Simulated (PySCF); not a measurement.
**Cu³⁺ (copper, charge +3) across methods**

[Ar] 3d8, high-spin 3F determinant. All numbers are calculated (PySCF 2.14, no relativity, point nucleus, in def2-TZVPPD).

| method | E (hartree) | mean ε 3p β (eV) | mean ε 3d α (eV) | mean ε 3d β (eV) | Σ⟨r²⟩ (bohr²) | ⟨S²⟩ |
| --- | --- | --- | --- | --- | --- | --- |
| UHF | -1636.78804 | -133.51 | -62.376 | -59.526 | 12.64 | 2.002 |
| PBEsol | -1636.452 | -115.14 | -50.178 | -48.164 | 12.91 | 2.001 |
| PBE0 | -1637.846 | -120.18 | -53.486 | -51.379 | 12.82 | 2.001 |
| r2SCAN | -1638.068 | -116.85 | -50.669 | -48.821 | 12.80 | 2.001 |
| LDA | -1635.214 | -115.36 | -50.500 | -48.407 | 12.93 | 2.001 |
| TPSSh | -1638.093 | -117.68 | -51.414 | -49.569 | 12.86 | 2.001 |
| PBE | -1637.788 | -115.27 | -50.194 | -48.302 | 12.92 | 2.001 |
| BP86 | -1638.281 | -115.34 | -50.209 | -48.404 | 12.88 | 2.000 |
| MN15 | -1638.294 | -119.60 | -54.271 | -51.937 | 12.86 | 2.001 |
